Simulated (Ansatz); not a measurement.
HSi, SMILES `[SiH+]` (excited triplet) (charge 1, multiplicity 3). This triplet is an excited state, 2.27 eV above the relaxed singlet at the level composite: frozen-core CCSD(T) with HF/cc-pV5Z and the correlation energy extrapolated as X^-3 from cc-pVQZ and cc-pV5Z, plus full CI minus CCSD(T) in cc-pVDZ // B3LYP-D3(BJ)/def2-TZVP (Ansatz, an electronic-structure program).

Calculation: r2SCAN/cc-pVTZ // B3LYP-D3(BJ)/def2-TZVP run with Ansatz.

Ansatz 0.2 input:
```yaml
crystal:
  periodic: [false, false, false]
  atoms:
    - { symbol: Si, position_ang: [0.779036, -0.000004, -0.000003] }
    - { symbol: H, position_ang: [-0.779036, 0.000004, 0.000003] }
basis:
  gaussian: { orbitals: cc-pVTZ }
hamiltonian:
  xc: r2scan
total_charge: 1
magnetization:
  spin_polarized: true
  initial_magnetization: 2
```

Output:

```
Functional definition: r2SCAN
335 factors; their error is unknown
mean field evaluation 1: about -7879.6375 eV, gradient 8.4e0 eV
mean field evaluation 2: about -7879.7956 eV, gradient 6.7e0 eV
mean field evaluation 4: about -7880.2707 eV, gradient 3.2e-1 eV
mean field evaluation 8: about -7880.2492 eV, gradient 2.6e-3 eV
mean field evaluation 16: about -7880.0842 eV, gradient 3.8e0 eV
mean field -7880.24918042 eV, -289.5938159557 hartree, gradient 3.0e-5 eV, S^2 2.008805; 3 other end points of the search recorded, 0 dependent functions left out
reference -7880.24919137 eV, -289.5938163582 hartree; 8, 6 occupied and 40, 42 virtual orbitals, 335 factors
Total energy: -7880.24919137 eV, -289.5938163582 hartree
```
